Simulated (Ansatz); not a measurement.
## Nudged elastic band run: C3H9B

The input (input.yaml):

```yaml
crystal:
  periodic: [false, false, false]
  atoms:
    - { symbol: C, position_ang: [-0.952138, 1.237599, 0.812125] }
    - { symbol: B, position_ang: [0.523084, 0.727248, 0.647098] }
    - { symbol: C, position_ang: [0.975553, -0.496409, -0.233664] }
    - { symbol: C, position_ang: [-0.105323, -1.293179, -0.988535] }
    - { symbol: H, position_ang: [-1.018171, 2.270702, 0.407795] }
    - { symbol: H, position_ang: [-1.209145, 1.343339, 1.885354] }
    - { symbol: H, position_ang: [-1.7244, 0.624469, 0.318015] }
    - { symbol: H, position_ang: [1.397747, 1.332744, 1.236609] }
    - { symbol: H, position_ang: [1.568347, -1.170338, 0.426636] }
    - { symbol: H, position_ang: [1.745375, -0.113639, -0.943087] }
    - { symbol: H, position_ang: [-0.842871, -1.726507, -0.289464] }
    - { symbol: H, position_ang: [0.324935, -2.124698, -1.574737] }
    - { symbol: H, position_ang: [-0.662493, -0.646032, -1.689345] }
basis:
  gaussian: { orbitals: "6-31G" }
hamiltonian:
  xc: pbe
  dispersion: d4
neb:
  order_check: false
  images: 2
  f_tol: 0.03
  max_iterations: 60
  initial_path: idpp
  climbing: true
  final_atoms:
    - { symbol: C, position_ang: [-0.26217186, 1.72955882, 1.18158921] }
    - { symbol: B, position_ang: [-0.56229466, 0.42802529, 0.35325604] }
    - { symbol: C, position_ang: [0.57319396, -0.42797988, -0.32042779] }
    - { symbol: C, position_ang: [0.14323445, -1.6563272, -1.1443852] }
    - { symbol: H, position_ang: [-0.65202229, 1.61224451, 2.21387621] }
    - { symbol: H, position_ang: [-0.83356621, 2.58349604, 0.76396275] }
    - { symbol: H, position_ang: [0.80295175, 2.01363258, 1.24075187] }
    - { symbol: H, position_ang: [-1.72148619, 0.07837712, 0.24537919] }
    - { symbol: H, position_ang: [1.27397204, -0.730047, 0.4931217] }
    - { symbol: H, position_ang: [1.19365745, 0.26240284, -0.93699415] }
    - { symbol: H, position_ang: [-0.42223965, -2.37129705, -0.52094745] }
    - { symbol: H, position_ang: [1.00499293, -2.19642593, -1.57608363] }
    - { symbol: H, position_ang: [-0.51772173, -1.36036116, -1.97829875] }
```

Command:

```bash
$ ansatz run input.yaml --threads 1 --pin off --max-ram 2048MiB --backend cpu --events-out ev --progress --plain --runs-dir out
```

Output, in part (warnings, iteration lines, the closing report on the highest movable image, with atoms numbered from 0):

```
NEB end point (image 0): max|allowed force component| = 1.068e-2 eV/Å (the criterion of neb.relax_end_points is 1.000e-2)
NEB end point (image 3): max|allowed force component| = 1.117e-2 eV/Å (the criterion of neb.relax_end_points is 1.000e-2)
NEB iter   1: max|band force component| = 1.661e0 eV/Å  barrier→ = 0.2438 eV  barrier← = 0.2300 eV  Δτ_max = 0.2000 Å  (90 SCF iters)
NEB iter   2: max|band force component| = 4.694e-1 eV/Å  barrier→ = 0.0829 eV  barrier← = 0.0691 eV  CI = image 1  Δτ_max = 0.1242 Å  (42 SCF iters)
NEB iter   3: max|band force component| = 2.261e-1 eV/Å  barrier→ = 0.0694 eV  barrier← = 0.0557 eV  CI = image 1  Δτ_max = 0.0507 Å  (43 SCF iters)
NEB iter   4: max|band force component| = 1.273e-1 eV/Å  barrier→ = 0.0644 eV  barrier← = 0.0506 eV  CI = image 1  Δτ_max = 0.0430 Å  (44 SCF iters)
NEB iter   5: max|band force component| = 4.834e-2 eV/Å  barrier→ = 0.0638 eV  barrier← = 0.0500 eV  CI = image 1  Δτ_max = 0.0156 Å  (43 SCF iters)
NEB iter   6: max|band force component| = 2.139e-2 eV/Å  barrier→ = 0.0634 eV  barrier← = 0.0496 eV  CI = image 1  Δτ_max = 0.0000 Å  (84 SCF iters)
Total energy: -3927.38857376 eV, -144.3288680060 hartree
Atom 0 at    -0.752220     1.581835     0.366139 Å, force     0.014879     0.006439    -0.001737 eV/Å
Atom 1 at     0.441657     0.621903     0.718768 Å, force    -0.021188    -0.013633     0.002832 eV/Å
Atom 2 at     0.943875    -0.496840    -0.276125 Å, force     0.000860     0.020964    -0.003019 eV/Å
Atom 3 at    -0.161971    -1.563470    -0.534844 Å, force     0.002911     0.007692     0.005067 eV/Å
Atom 4 at    -0.374541     2.626521     0.357621 Å, force    -0.005210     0.002600     0.001582 eV/Å
Atom 5 at    -1.518923     1.569991     1.166323 Å, force     0.000739    -0.006022     0.000550 eV/Å
Atom 6 at    -1.245359     1.386566    -0.601934 Å, force    -0.004069     0.001433    -0.004867 eV/Å
Atom 7 at     0.972277     0.764016     1.802313 Å, force     0.010574    -0.001168    -0.004321 eV/Å
Atom 8 at     1.866859    -0.996708     0.068051 Å, force     0.004408    -0.006504     0.008281 eV/Å
Atom 9 at     1.183498    -0.013449    -1.249294 Å, force    -0.003550    -0.008392     0.000077 eV/Å
Atom 10 at    -0.422799    -2.104577     0.391902 Å, force     0.002984    -0.001379    -0.001452 eV/Å
Atom 11 at     0.173775    -2.312423    -1.273125 Å, force    -0.000617    -0.003621    -0.000485 eV/Å
Atom 12 at    -1.085627    -1.098068    -0.920995 Å, force    -0.002720     0.001592    -0.002511 eV/Å
Dipole moment:    -0.068334     0.005538    -0.105343 e Å
```

It converged. Another band between the same ends (9 images) ends at a top of the same energy, where a vibrational analysis finds 1 clearly imaginary mode. So few images can step over the top or miss a turn of the path. Limits of this set-up: no polarisation functions.

Final band (atoms are numbered from 1 in the order of the input):

| image | path coordinate (Å) | energy (kcal/mol) | dihedral H8–B2–C3–C4 (°) |
| --- | --- | --- | --- |
| 0 | 0.00 | 0.0 | 180 |
| 1 | 2.42 | 1.5 | 116 |
| 2 | 4.63 | 1.1 | 57 |
| 3 | 6.85 | 0.3 | 2 |

Run time: 30 s on 1 thread of Arm Neoverse V2 (shared host), peak memory 0.11 GiB.
